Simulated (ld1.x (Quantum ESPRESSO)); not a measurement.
# ruthenium (Ru), ultrasoft: configuration errors across variants

```json
{
  "Element": "ruthenium (Ru)",
  "Generator": "ld1.x (Quantum ESPRESSO) 7.5",
  "Type": "ultrasoft",
  "Functional": "PBE",
  "Relativity": "fully relativistic",
  "Frozen core": "[Kr]",
  "Valence charge": "8",
  "Reference configuration": "4d7 5s1 5p0",
  "Partial waves": "5s (bound): rcut 2.35, rcutus 3.15 bohr; 5s channel at 0.05 Ry: rcut 2.35, rcutus 3.15 bohr; 5p (bound, empty): rcut 3.00, rcutus 3.30 bohr; 5p channel at 0.6 Ry: rcut 3.00, rcutus 3.30 bohr; 4d (bound): rcut 1.65, rcutus 1.80 bohr; 4d channel at 0.8 Ry: rcut 1.65, rcutus 1.80 bohr",
  "Local potential": "all-electron potential smoothed inside 1.80 bohr (lloc = -2)",
  "Core correction": "a·sin(br)/r model core inside 1.25 bohr",
  "Augmentation charge": "PSQ, inside the norm-conserving radii"
}
```

Open shells are filled in proportion to 2j + 1 (rel_dist='average').

All-electron excitation energies from the reference (eV): (1) 4d7 5s0 5p0 7.293; (2) 4d6 5s0 5p0 25.479; (3) 4d5 5s0 5p0 56.099; (4) 4d8 5s0 5p0 -0.334; (5) 4d6 5s2 5p0 1.701; (6) 4d7 5s0.5 5p0 2.864; (7) 4d6 5s1 5p1 5.649.

The overlap operator is not positive definite (basis up to 400 Ry) in “all radii but the core radius scaled by about 1.36 (s 4.30, p 4.50, d 2.46 bohr, rcut 3.20/4.08/2.24); local potential all-electron potential smoothed inside 2.46 bohr (lloc = -2)”. Such files are unfit for use, however small their errors in these radial tests.

1 further variants failed, have other tests or too few solved ones, and are left out.

A true bound ghost makes a file unfit for plane-wave use even where its test errors are small: the radial tests pick states by their node count and pass the ghost by.

Errors AE − PS in meV (a dash: test not solved or not reliable):

```tsv
change	(1)	(2)	(3)	(4)	(5)	(6)	(7)	bound ghosts
base	-9.4	-56	-403	-37	-60	-2.0	-56	none
all radii but the core radius scaled by about 0.84 (s 2.64, p 2.76, d 1.50 bohr, rcut 1.96/2.52/1.38); local potential all-electron potential smoothed inside 1.50 bohr (lloc = -2)	-1.6	-70	-432	-21	-38	-0.4	-50	s
all radii but the core radius scaled by about 0.92 (s 2.90, p 3.04, d 1.66 bohr, rcut 2.16/2.76/1.52); local potential all-electron potential smoothed inside 1.66 bohr (lloc = -2)	-3.7	-64	-420	-26	-37	-0.8	-43	none
all radii but the core radius scaled by about 1.09 (s 3.42, p 3.58, d 1.96 bohr, rcut 2.56/3.26/1.80); local potential all-electron potential smoothed inside 1.96 bohr (lloc = -2)	-18	-49	-410	-56	-91	-3.8	-72	none
all radii but the core radius scaled by about 1.13 (s 3.56, p 3.74, d 2.04 bohr, rcut 2.66/3.40/1.86); local potential all-electron potential smoothed inside 2.04 bohr (lloc = -2)	-23	-45	-402	-65	-111	-4.7	-84	none
all radii but the core radius scaled by about 1.21 (s 3.82, p 4.02, d 2.18 bohr, rcut 2.86/3.64/2.00); local potential all-electron potential smoothed inside 2.18 bohr (lloc = -2)	-43	-169	-1599	-237	-395	-9.4	-324	none
all radii but the core radius scaled by about 1.36 (s 4.30, p 4.50, d 2.46 bohr, rcut 3.20/4.08/2.24); local potential all-electron potential smoothed inside 2.46 bohr (lloc = -2)	-41	-152	-1576	-197	-338	-9.1	-209	not determined (overlap not positive)
```

(1) Give the same row for: all radii but the core radius scaled by about 1.32 (s 4.16, p 4.36, d 2.38 bohr, rcut 3.10/3.98/2.18); local potential all-electron potential smoothed inside 2.38 bohr (lloc = -2).

Answers

(1) -43, -157, -1589, -213, -368, -9.4, -290; bound ghosts: none.
